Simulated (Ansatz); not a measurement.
Basis-set extrapolation for H8N2O3Si2, SMILES `N[Si@H](O)O[Si@@H](N)O` (PBE0-D4/def2-TZVP geometry, frozen core, the Gaussian-basis code of Ansatz). Multiplicity 1, RHF reference.

```csv
,def2-TZVPP,def2-QZVPP
HF,-916.495143,-916.531426
MP2 correlation,-1.381561,-1.491216
CCSD(T) correlation,-1.469094,not run
```

Energies in hartree. Use E(X) = E(∞) + A·exp(−7.88·√X) for Hartree–Fock and E(X) = E(∞) + B·X^(−2.97) for correlation, with X = 3 and 4, and add CCSD(T) minus MP2 of the smaller set to the MP2 limit.

Problem. What is the CCSD(T) energy at the basis-set limit?

Solution. HF limit: -916.531426 + (-0.036283) × 0.13774 = -916.53642. MP2 limit: -1.491216 + (-0.109655) × 0.74074 = -1.57244. Higher-order term: -1.469094 − (-1.381561) = -0.08753. Total: -918.19639 hartree, 6.32 eV below CCSD(T)/def2-TZVPP.
